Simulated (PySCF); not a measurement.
# Polarisability and C₆ of Au⁺ (gold, charge +1)

[Xe] 4f14 5d9 6s1, high-spin 3D determinant (an excited configuration). All numbers are calculated (PySCF 2.14, scalar relativity through the core potential, in aug-cc-pVTZ-PP with one added diffuse shell each of s, p, d, f, g type with ECP60MDF (7s7p6d4f3g, 113 functions)). Coupled (time-dependent) response in atomic units; α is the mean over directions.

```json
{"method": "r2SCANh", "mean α (bohr³)": "22.31", "α xx, yy, zz": "22.22, 22.22, 22.48", "C₆ (like pair)": "175.7", "S(−4)": "192.2"}
```

S(−4) is the Cauchy moment in α(ω) = α(0) + S(−4) ω² + …

Spin-orbit coupling is absent.

α(iu) at r2SCANh:

```json
{"u (hartree)": "0", "α(iu) (bohr³)": "22.31"}
{"u (hartree)": "0.0500", "α(iu) (bohr³)": "21.84"}
{"u (hartree)": "0.100", "α(iu) (bohr³)": "20.61"}
{"u (hartree)": "0.200", "α(iu) (bohr³)": "17.21"}
{"u (hartree)": "0.300", "α(iu) (bohr³)": "14.10"}
{"u (hartree)": "0.500", "α(iu) (bohr³)": "9.956"}
{"u (hartree)": "0.750", "α(iu) (bohr³)": "7.121"}
{"u (hartree)": "1.00", "α(iu) (bohr³)": "5.449"}
{"u (hartree)": "1.50", "α(iu) (bohr³)": "3.546"}
{"u (hartree)": "2.00", "α(iu) (bohr³)": "2.501"}
{"u (hartree)": "3.00", "α(iu) (bohr³)": "1.428"}
{"u (hartree)": "5.00", "α(iu) (bohr³)": "0.6313"}
```

A single London oscillator, α(iu) = α/(1 + u²/ω²), gives C₆ = (3/4) ω α². Matching the computed C₆ needs ω = 4 × 175.7 / (3 × 22.31²) = 0.471 hartree.

For an ion, C₆ is the dispersion term alone; charge-induced terms of lower order in 1/R come first.

The components differ because the open shell of this determinant is not spherical; for a pure term their mean is the scalar polarisability.

Energies and moments cover only the electrons outside the core potential. Spin-orbit coupling, absent here, splits the open shell strongly.
